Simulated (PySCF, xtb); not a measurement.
Be(H)(GeH3) (BeGeH4), SMILES [BeH][GeH3].

GFN2-xTB (xtb) at its own geometry gives an orbital gap of 3.76 eV and a dipole moment of 2.15 D.

Geometry optimised at B3LYP-D3(BJ)/def2-TZVP.

### Question
What does PBE0/def2-TZVPD run with PySCF give? (The exact figures need the calculation; the answer reports its results.)

### Answer
gap 6.53 eV (levels -7.91 and -1.38 eV), dipole 0.51 D.
